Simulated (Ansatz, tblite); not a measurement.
Cost and result up the ladder for the cluster Ca2O3H2 (7 atoms). The state is a singlet with charge 0. Geometry: B3LYP-D4/def2-SVP.

```xyz
7

Ca   -1.7639   -0.9426    0.4998
Ca    1.8199    0.8835   -0.3019
O    -3.7355   -0.7724    0.9636
O     0.0383   -0.0407    0.1209
O     3.7095    0.7985   -1.0450
H    -4.6463   -0.5603    1.1838
H     4.5781    0.6339   -1.4213
```

Ansatz on 4 threads of Arm Neoverse V2 on a shared host; xTB runs through tblite on one thread. Times are rough, summed over both states, and most runs start from the orbitals of an earlier one. PBE0-D4/def2-TZVP serves as the yardstick here, not as an exact answer. The other state is a doublet.

The xTB rows come from tblite. The structure comes from a short search, and lower isomers may exist.

Raw xTB energies of ions are shifted by several eV.

```json
{"level": "GFN1-xTB", "functions": "34", "wall time": "0.01 s", "vertical IE (eV)": "12.64", "difference from PBE0-D4/def2-TZVP (eV)": "4.74"}
{"level": "GFN2-xTB", "functions": "32", "wall time": "0.012 s", "vertical IE (eV)": "13.49", "difference from PBE0-D4/def2-TZVP (eV)": "5.60"}
{"level": "PBE-D4/def2-TZVP (with forces)", "functions": "177", "wall time": "9.1 s", "vertical IE (eV)": "7.44", "difference from PBE0-D4/def2-TZVP (eV)": "-0.45"}
{"level": "PBE0-D4/def2-TZVP", "functions": "177", "wall time": "14 s", "vertical IE (eV)": "7.89", "difference from PBE0-D4/def2-TZVP (eV)": "0.00"}
```
